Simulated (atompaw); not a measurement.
u(r) = r·R(r): atom against pseudo-atom (Cl)

Columns: radius, all-electron u(r) and pseudo u(r) of the 2s shell (level -254.69 eV) of chlorine in the configuration [He] 2s2 2p6 3s2 3p4.75; LDA (PW92), scalar-relativistic, PAW (atompaw) scheme, atompaw 4.2.0.5.

| r (bohr) | all-electron | pseudo |
| --- | --- | --- |
| 0.035 | -0.7059 | 0.3025 |
| 0.069 | -0.6402 | 0.5853 |
| 0.104 | -0.2628 | 0.8545 |
| 0.138 | 0.1829 | 1.0860 |
| 0.173 | 0.6128 | 1.2862 |
| 0.208 | 0.9665 | 1.4434 |
| 0.242 | 1.2247 | 1.5531 |
| 0.277 | 1.4061 | 1.6223 |
| 0.312 | 1.5129 | 1.6505 |
| 0.346 | 1.5583 | 1.6434 |
| 0.381 | 1.5580 | 1.6065 |
| 0.415 | 1.5233 | 1.5486 |
| 0.450 | 1.4621 | 1.4727 |
| 0.485 | 1.3833 | 1.3864 |
| 0.519 | 1.2963 | 1.2967 |
| 0.554 | 1.2010 | 1.2010 |
| 0.588 | 1.1065 | 1.1065 |
| 0.623 | 1.0102 | 1.0102 |
| 0.658 | 0.9169 | 0.9169 |
| 0.692 | 0.8305 | 0.8305 |
| 0.727 | 0.7468 | 0.7468 |
| 0.762 | 0.6691 | 0.6691 |
| 0.796 | 0.5993 | 0.5993 |
| 0.831 | 0.5335 | 0.5335 |
| 0.865 | 0.4753 | 0.4753 |
| 0.900 | 0.4211 | 0.4211 |

**Question.** How many radial nodes do the two functions have?

**Answer.** The all-electron 2s function has n − l − 1 = 1; the pseudo-wave has 0, since the states of the same l below it are removed with the core.

**Question.** At about which radius was the pseudo-wave matched?

**Answer.** 0.55 bohr, where the columns begin to agree (steps of 0.03 bohr).

**Question.** Where does each function peak?

**Answer.** Outermost all-electron maximum near 0.35 bohr, pseudo maximum near 0.31 bohr (to the table’s step).

**Question.** Is the pseudo-wave norm-conserving?

**Answer.** No, it belongs to a PAW set: the norm inside the radius is not constrained, and the difference is carried by the augmentation charge.
